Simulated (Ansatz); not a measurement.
A structure relaxed at PBE0-D4/def2-TZVP, charge 0, multiplicity 1:

Cartesian coordinates in Å:
```
B -0.4735 1.6320 -0.7460
Al -0.6641 -0.4426 -0.4604
Sb 0.3979 -1.5023 1.7383
H -1.2162 2.4267 -0.2388
H 0.4352 2.1118 -1.3654
H -1.4359 -1.4413 -1.4317
H 1.3529 -2.4926 0.7217
H 1.6037 -0.2918 1.7822
```

(1) Give its formula and SMILES.

(2) Summarise the bond lengths by kind.

Results:

(1) AlBH5Sb, `[BH2][AlH][SbH2]`.

(2) 1 × Al–B 2.103 Å; 2 × B–H 1.200 Å; 1 × Al–Sb 2.662 Å; 1 × Al–H 1.593 Å; 2 × H–Sb 1.709 to 1.711 Å.

Results of the Gaussian-basis code of Ansatz.
